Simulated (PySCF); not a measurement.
molecular hydrogen (H2), SMILES [H][H]. Atoms are numbered in the order given.

```xyz
2

H      0.0000     0.0000    -0.3720
H      0.0000     0.0000     0.3720
```
Charge 0, spin multiplicity 1.

Geometry: B3LYP-D3(BJ)/def2-TZVPD.

Computed with KT2/pcSseg-2 (PySCF).

GIAO shieldings, no solvent; atoms alike by connectivity are averaged. δ = σ(ref) − σ: ¹H against TMS (σ = 31.47 ppm), references at their B3LYP-D3(BJ)/def2-TZVP geometries, non-relativistic.

Computed chemical shifts:
```
nucleus   atoms  count  δ (ppm)
-------  ------  -----  -------
¹H       H1, H2      2     4.69
```
